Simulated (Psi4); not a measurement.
propyne (C3H4), singlet, geometry from GFN2-xTB; WB97X/6-31G** (Psi4 1.11).

Here is a job for Psi4.
```
memory 2 GB

molecule mol {
0 1
C     0.002516   -0.004274    0.213843
C    -0.010288   -0.013517    1.409876
C     0.009017    0.011792   -1.231568
H    -0.034810   -0.014362    2.458140
H    -0.015690    1.040633   -1.590244
H     0.908339   -0.473778   -1.609429
H    -0.865304   -0.516494   -1.611373
}

set {
  basis 6-31g**
  reference rks
  scf_type pk
  puream true
  d_convergence 1e-8
  dft_radial_points 99
  dft_spherical_points 590
}

energy('wb97x')
print_variables()
```

The log (banner, timings and long lists left out):

```
   => Loading Basis Set <=

    Name: 6-31G**
    Role: ORBITAL
    Keyword: BASIS

         ---------------------------------------------------------
                                   SCF
               by Justin Turney, Rob Parrish, Andy Simmonett
                          and Daniel G. A. Smith
                              RKS Reference
         ---------------------------------------------------------

  ==> Geometry <==

    Molecular point group: c1
    Full point group: C1

    Geometry (in Angstrom), charge = 0, multiplicity = 1:

       Center              X                  Y                   Z               Mass
    ------------   -----------------  -----------------  -----------------  -----------------
         C            0.002330730321    -0.003382015314     0.155526272160    12.000000000000
         C           -0.010473269679    -0.012625015314     1.351559272160    12.000000000000
         C            0.008831730321     0.012683984686    -1.289884727840    12.000000000000
         H           -0.034995269679    -0.013470015314     2.399823272160     1.007825032230
         H           -0.015875269679     1.041524984686    -1.648560727840     1.007825032230
         H            0.908153730321    -0.472886015314    -1.667745727840     1.007825032230
         H           -0.865489269679    -0.515602015314    -1.669689727840     1.007825032230

  Running in c1 symmetry.

  Rotational constants: A =      5.31357  B =      0.29102  C =      0.29101 [cm^-1]
  Rotational constants: A = 159296.91062  B =   8724.50594  C =   8724.35528 [MHz]
  Nuclear repulsion =   59.192217671662057

  Charge       = 0
  Multiplicity = 1
  Electrons    = 22
  Nalpha       = 11
  Nbeta        = 11

  ==> Algorithm <==

  SCF Algorithm Type is PK.
  DIIS enabled.
  MOM disabled.
  Fractional occupation disabled.
  Guess Type is SAD.
  Energy threshold   = 1.00e-06
  Density threshold  = 1.00e-08
  Integral threshold = 1.00e-12

  ==> Primary Basis <==

  Basis Set: 6-31G**
    Blend: 6-31G**
    Number of shells: 30
    Number of basis functions: 62
    Number of Cartesian functions: 65
    Spherical Harmonics?: true
    Max angular momentum: 2

  ==> DFT Potential <==

   => LibXC <=

    Version 7.1.2
    S. Lehtola, C. Steigemann, M. J. T. Oliveira, and M. A. L. Marques,  SoftwareX 7, 1–5 (2018) (10.1016/j.softx.2017.11.002)

   => Composite Functional: WB97X <=

    wB97X Hyb-GGA Exchange-Correlation Functional

[...]
   @RKS iter   5:  -116.61725742733287   -1.44880e-05   1.94225e-05 DIIS
   @RKS iter   6:  -116.61725850889412   -1.08156e-06   4.54249e-06 DIIS
   @RKS iter   7:  -116.61725853622774   -2.73336e-08   3.52270e-06 DIIS
   @RKS iter   8:  -116.61725855861449   -2.23868e-08   1.61678e-07 DIIS
   @RKS iter   9:  -116.61725855870019   -8.56915e-11   2.66132e-08 DIIS
   @RKS iter  10:  -116.61725855870252   -2.33058e-12   4.44485e-09 DIIS
  Energy and wave function converged.

  ==> Post-Iterations <==

   Electrons on quadrature grid:
      Ntotal   =   21.9999999648 ; deviation = -3.517e-08

    Orbital Energies [Eh]
    ---------------------

    Doubly Occupied:

[...]
    Virtual:

[...]
    Final Occupation by Irrep:
              A
    DOCC [    11 ]
    NA   [    11 ]
    NB   [    11 ]

  @RKS Final Energy:  -116.61725855870252

   => Energetics <=

    Nuclear Repulsion Energy =             59.1922176716620569
    One-Electron Energy =                -272.5623167995806284
    Two-Electron Energy =                 108.8980873278302113
    DFT Exchange-Correlation Energy =     -12.1452467586141655
    Empirical Dispersion Energy =           0.0000000000000000
    VV10 Nonlocal Energy =                  0.0000000000000000
    Total Energy =                       -116.6172585587025168

Computation Completed

Properties will be evaluated at   0.000000,   0.000000,   0.000000 [a0]

Properties computed using the SCF density matrix

 Multipole Moments:

 ------------------------------------------------------------------------------------
     Multipole            Electronic (a.u.)      Nuclear  (a.u.)        Total (a.u.)
 ------------------------------------------------------------------------------------

 L = 1.  Multiply by 2.5417464519 to convert [e a0] to [Debye]
 Dipole X            :          0.0013466           -0.0076929           -0.0063464
 Dipole Y            :         -0.0298327            0.0370928            0.0072601
 Dipole Z            :          2.1445761           -2.4244582           -0.2798821
 Magnitude           :                                                    0.2800482

 ------------------------------------------------------------------------------------

  Variable Map:
  ----------------------------------------------------------------------------
[...]
  Array Variable Map:
  ----------------------------------------------------------------------------
[...]
[...]
```
